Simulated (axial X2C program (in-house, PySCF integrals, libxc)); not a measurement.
## Spin–orbit effects down a group: molecules with Cd, PBE0

All values come from calculations with an in-house relativistic program for diatomic molecules, spin-free (one-electron X2C) or two-component (2c: spin–orbit coupling with atomic mean-field Coulomb and Gaunt terms, which also bring small scalar terms), in Dyall basis sets with cores contracted in-house; open shells are unrestricted.

Basis sets: Cd dyall-cv3z, H dyall-v3z, Li dyall-cv3z, Na dyall-cv3z.

```tsv
molecule	spin-free state	Re (Å)	ωe (cm⁻¹)	De (eV)	2c state	Re 2c (Å)	ωe 2c (cm⁻¹)	De 2c (eV)
CdH	M_S = 1/2, Λ = 0	1.767	1437.0	0.85	Ω = 1/2	1.767	1437.3	0.85
LiCd	M_S = 1/2, Λ = 0	3.037	161.0	0.19	Ω = 1/2	3.035	161.4	0.19
NaCd	M_S = 1/2, Λ = 0	3.400	75.0	0.13	Ω = 1/2	3.398	75.1	0.13
```

Q: Work out the shifts from the spin-free to the two-component result.

A: 

| molecule | 2c state | ΔRe (Å) | Δωe (cm⁻¹) | ΔDe (eV) |
| --- | --- | --- | --- | --- |
| CdH | Ω = 1/2 | 0.000 | 0.3 | 0.00 |
| LiCd | Ω = 1/2 | -0.002 | 0.4 | 0.00 |
| NaCd | Ω = 1/2 | -0.002 | 0.1 | 0.00 |

Shifts of one unit in the last digit are rounding.

Each entry is the lowest single determinant of a limited PBE0 search at one distance. De goes to single-determinant-based atoms at the same level (for ions the charge split of lowest energy) and is withheld (n/a) where an atom does not fit its ground term or J level. Main or longest-lived isotopes.
